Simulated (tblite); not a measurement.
C6H14BOP.
SMILES with atom numbers: `[CH2:1]=[C:2]([CH2:3][CH2:4][O:5][CH3:6])[B:7]([CH3:8])[PH2:9]` (hydrogens: H10, H11 on C1; H12, H13 on C3; H14, H15 on C4; H16, H17, H18 on C6; H19, H20, H21 on C8; H22, H23 on P9)

Computed with GFN2-xTB (tblite), gas phase: L-BFGS steps from a force-field or distance-geometry start until the largest atomic force falls under 0.01 eV/Å.

The end geometry, which sets the zero of energy:
```
atom  x, y, z in Å
C1     -0.5728    1.4701   -2.0610
C2     -0.5235    0.6243   -1.0431
C3     -1.7778    0.1158   -0.3611
C4     -1.3078   -1.0615    0.4869
O5     -0.0048   -0.7646    1.0019
C6     -0.0429   -0.0310    2.2122
B7      0.7744   -0.0022   -0.3612
C8      1.4503   -1.2471   -1.1378
P9      2.1340    1.3274    0.1403
H10     0.3329    1.8291   -2.5196
H11    -1.5000    1.8354   -2.4772
H12    -2.5387   -0.1974   -1.0754
H13    -2.2116    0.8999    0.2670
H14    -1.9822   -1.3063    1.3123
H15    -1.1756   -1.9447   -0.1415
H16    -0.5537    0.9285    2.0965
H17     0.9875    0.1450    2.5176
H18    -0.5498   -0.6261    2.9767
H19     2.0080   -0.8818   -1.9981
H20     2.1579   -1.7839   -0.5070
H21     0.7307   -1.9723   -1.5139
H22     1.4001    2.0744    1.0538
H23     2.7607    0.5957    1.1419
```

Problem. These geometries come from the run, each turned onto the end geometry. Order them by energy, lowest first.
A.
```
atom  x, y, z in Å
C1     -0.6088    1.0654   -2.4047
C2     -0.5478    0.5771   -1.1758
C3     -1.7684    0.4633   -0.2903
C4     -1.5039   -0.7961    0.5229
O5     -0.1144   -0.8111    0.8820
C6      0.1471   -0.4789    2.2292
B7      0.7272    0.0476   -0.3798
C8      1.6439   -1.0914   -1.0544
P9      1.8052    1.5771    0.2464
H10     0.2745    1.1362   -3.0152
H11    -1.5262    1.4206   -2.8511
H12    -2.7010    0.3907   -0.8486
H13    -1.8271    1.3348    0.3706
H14    -2.1223   -0.8763    1.4198
H15    -1.6637   -1.6817   -0.1007
H16    -0.1799    0.5337    2.4823
H17     1.2236   -0.5512    2.3740
H18    -0.3551   -1.1988    2.8806
H19     2.2403   -0.6579   -1.8549
H20     2.3427   -1.5264   -0.3409
H21     1.0670   -1.9064   -1.4859
H22     0.9050    2.1112    1.1611
H23     2.5376    0.9451    1.2434
```
B.
```
atom  x, y, z in Å
C1     -0.6491    1.0024   -2.4259
C2     -0.5343    0.5917   -1.1726
C3     -1.7276    0.4886   -0.2518
C4     -1.4661   -0.8004    0.5146
O5     -0.0801   -0.8296    0.8862
C6      0.1538   -0.4697    2.2349
B7      0.7599    0.0744   -0.3991
C8      1.6488   -1.0675   -1.1040
P9      1.8340    1.5673    0.3119
H10     0.2089    1.0595   -3.0722
H11    -1.5916    1.3013   -2.8618
H12    -2.6837    0.4701   -0.7758
H13    -1.7273    1.3351    0.4420
H14    -2.0895   -0.9062    1.4064
H15    -1.6131   -1.6643   -0.1412
H16    -0.0307    0.5959    2.4154
H17     1.1944   -0.7015    2.4637
H18    -0.4875   -1.0719    2.8855
H19     2.3084   -0.6238   -1.8481
H20     2.2811   -1.6001   -0.3929
H21     1.0412   -1.8117   -1.6152
H22     0.8560    2.1642    1.1002
H23     2.3895    0.9227    1.4098
```
C.
```
atom  x, y, z in Å
C1     -0.8379    0.9283   -2.4706
C2     -0.4512    0.6220   -1.2375
C3     -1.4776    0.5733   -0.1298
C4     -1.4879   -0.8248    0.5014
O5     -0.2765   -1.1563    1.1425
C6     -0.1334   -0.6255    2.4344
B7      1.0137    0.3147   -0.7840
C8      1.8042   -0.9978   -1.1457
P9      2.0073    1.7026    0.0524
H10    -0.1473    0.9643   -3.2964
H11    -1.8664    1.1730   -2.6969
H12    -2.4731    0.8103   -0.5134
H13    -1.2252    1.3055    0.6436
H14    -2.3210   -0.9149    1.2119
H15    -1.6196   -1.5777   -0.2804
H16    -0.0497    0.4678    2.4298
H17     0.7840   -1.0497    2.8388
H18    -0.9754   -0.9154    3.0763
H19     2.6147   -0.7548   -1.8322
H20     2.2665   -1.4143   -0.2525
H21     1.2174   -1.7855   -1.6068
H22     1.0381    2.2408    0.8812
H23     2.5916    0.9408    1.0439
```
D.
```
atom  x, y, z in Å
C1     -0.5621    1.4573   -2.0722
C2     -0.5218    0.6231   -1.0445
C3     -1.7801    0.1295   -0.3594
C4     -1.3219   -1.0555    0.4836
O5     -0.0149   -0.7750    0.9974
C6     -0.0414   -0.0482    2.2116
B7      0.7718   -0.0043   -0.3570
C8      1.4615   -1.2384   -1.1364
P9      2.1250    1.3282    0.1530
H10     0.3478    1.8063   -2.5310
H11    -1.4861    1.8269   -2.4918
H12    -2.5492   -0.1722   -1.0703
H13    -2.1986    0.9167    0.2751
H14    -1.9981   -1.2945    1.3091
H15    -1.2022   -1.9379   -0.1484
H16    -0.5193    0.9277    2.0953
H17     0.9917    0.0925    2.5265
H18    -0.5741   -0.6275    2.9703
H19     1.9002   -0.8786   -2.0651
H20     2.2683   -1.6851   -0.5561
H21     0.7678   -2.0346   -1.4014
H22     1.3859    2.0743    1.0624
H23     2.7450    0.5960    1.1592
```
E.
```
atom  x, y, z in Å
C1     -0.7262    1.0878   -2.2827
C2     -0.3965    0.6735   -1.0623
C3     -1.4894    0.4770   -0.0353
C4     -1.5721   -0.9678    0.4720
O5     -0.4040   -1.4331    1.1053
C6     -0.0900   -0.8010    2.3197
B7      1.0892    0.3535   -0.6840
C8      1.7401   -1.0351   -1.0197
P9      2.3061    1.7016   -0.0375
H10     0.0163    1.2526   -3.0497
H11    -1.7537    1.2830   -2.5592
H12    -2.4531    0.7361   -0.4766
H13    -1.3226    1.1398    0.8185
H14    -2.4300   -1.0490    1.1563
H15    -1.7278   -1.6528   -0.3654
H16     0.1450    0.2612    2.1783
H17     0.7932   -1.3099    2.7076
H18    -0.9146   -0.8850    3.0407
H19     2.6717   -0.8799   -1.5681
H20     2.0236   -1.5462   -0.0993
H21     1.1027   -1.7119   -1.5853
H22     1.4637    2.7801   -0.2522
H23     1.9237    1.5524    1.2890
```

Solution. D (0.002 eV), A (0.036 eV), B (0.062 eV), C (0.265 eV), E (0.461 eV).

In the order of the answer:

| step | E above end (eV) | largest force (eV/Å) | rms force component (eV/Å) | rms distance from end (Å) | rms bond change (Å) | bond most changed (Å) |
| --- | --- | --- | --- | --- | --- | --- |
| 232 | 0.002 | 0.02 | 0.008 | 0.055 | 0.000 | B7–C8 -0.001 |
| 135 | 0.036 | 0.04 | 0.011 | 0.493 | 0.002 | B7–P9 +0.006 |
| 112 | 0.062 | 0.10 | 0.030 | 0.528 | 0.002 | B7–C8 -0.006 |
| 65 | 0.265 | 0.11 | 0.032 | 0.707 | 0.019 | B7–P9 -0.066 |
| 17 | 0.461 | 0.25 | 0.052 | 0.808 | 0.016 | B7–C8 -0.046 |

What follows is the cost of the whole relaxation. On one thread of an Intel Xeon at 2.50 GHz, no GPU, shared host with 64 logical CPUs at a one-minute load of 59, this took 6.8 s of wall time.
